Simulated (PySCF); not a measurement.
**Worked example: chemical shift, span and skew from a shielding tensor**

C2H7O2, SMILES C(CO)[OH2+], charge +1. Atoms are numbered in the order given.

```xyz
11

O      0.9369    -0.3682    -0.8507
C      0.6571     0.8151    -0.0918
C     -0.7891     0.5890     0.3521
O     -0.7989    -0.8751     0.6157
H      1.8857    -0.5155    -0.9891
H      1.3322     0.8981     0.7752
H      0.7312     1.7251    -0.7060
H     -1.0581     1.1057     1.2804
H     -1.5141     0.7924    -0.4478
H     -0.0347    -1.1622    -0.0586
H     -1.6538    -1.3213     0.4642
```
Charge +1, spin multiplicity 1.

Geometry optimised at B3LYP-D3(BJ)/def2-SVP. The isomer is the one that the SMILES or the coordinates give; other isomers of the formula were not compared. The values are those of a single conformer.

GIAO shieldings from HF/pcSseg-1 (PySCF), non-relativistic, no solvent. The symmetric part of the tensor of C2 has the principal values 116.1, 124.7, 171.1 ppm. The same nucleus in TMS has σ = 192.6 ppm at this level (PySCF, at its B3LYP-D3(BJ)/def2-TZVP geometry).

Problem. Work out the isotropic shielding, the ¹³C shift against TMS, the span and the skew.

Solution. 
σ(iso) = (σ11 + σ22 + σ33)/3 = 137.3 ppm. δ = σ(ref) − σ(iso) = 192.6 − (137.3) = 55.3 ppm.
Span Ω = σ33 − σ11 = 55.0 ppm. Skew κ = 3(σ(iso) − σ22)/Ω = 0.69. Tumbling in solution averages the tensor to δ; in a static solid the shielding alone would spread this spin-1/2 line over Ω.
